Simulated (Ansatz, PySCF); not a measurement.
Reaction 2 R1 → P1, each structure at its B3LYP-D3(BJ)/def2-TZVP stationary point, reached from a drawn start (curvature not checked).
R1, CoI2 (SMILES [I][Co][I]) (charge 0, multiplicity 4):
```xyz
3

Co     0.0000     0.0001    -0.0024
I      2.4310    -0.0037     0.0096
I     -2.4310     0.0036    -0.0073
```
P1, Co2I4 (SMILES [I][Co]1[I][Co]([I])[I]1) (charge 0, multiplicity 7):
```csv
atom,x (Å),y (Å),z (Å)
Co,1.7186,0.0039,-0.0125
Co,-1.7186,-0.0047,-0.0030
I,-0.0051,2.0057,-0.0261
I,0.0051,-2.0065,0.0028
I,4.1707,0.0124,0.0137
I,-4.1707,-0.0107,0.0250
```

P less R. No zero-point or thermal terms; open shells are unrestricted; no spin–orbit coupling. The spin states of the d-block species are the ones drawn and need not be the lowest.

Correlated levels freeze the cores. In cc and def2 sets filled d and f shells under p-block atoms count as core.

Run with Ansatz (an electronic-structure program) with Gaussian orbitals; PySCF for the D3/D4 terms. Each number belongs to the level named beside it. Elements past Kr take the def2 small-core potentials, without spin–orbit coupling.

Total energies in hartree:

```tsv
structure	PBE/def2-TZVPP	B3LYP-D3(BJ)/def2-TZVPP	CCSD(T)/def2-SVP
R1	-1978.049158	-1978.541655	-1975.040313
P1	-3956.146537	-3957.132864	-3950.125283
```

**Question.** Work out the reaction energy at each level in kcal/mol (1 hartree = 627.50947 kcal/mol), and say how far PBE/def2-TZVPP lies from CCSD(T)/def2-SVP.

**Answer.** 
- PBE/def2-TZVPP: (-3956.146537) − 2 × (-1978.049158) = -0.048221 hartree = -30.26 kcal/mol
- B3LYP-D3(BJ)/def2-TZVPP: (-3957.132864) − 2 × (-1978.541655) = -0.049554 hartree = -31.10 kcal/mol
- CCSD(T)/def2-SVP: (-3950.125283) − 2 × (-1975.040313) = -0.044657 hartree = -28.02 kcal/mol
PBE/def2-TZVPP less CCSD(T)/def2-SVP: -2.24 kcal/mol. CCSD(T)/def2-SVP is the level counted from, the highest shown, and no exact or measured value.
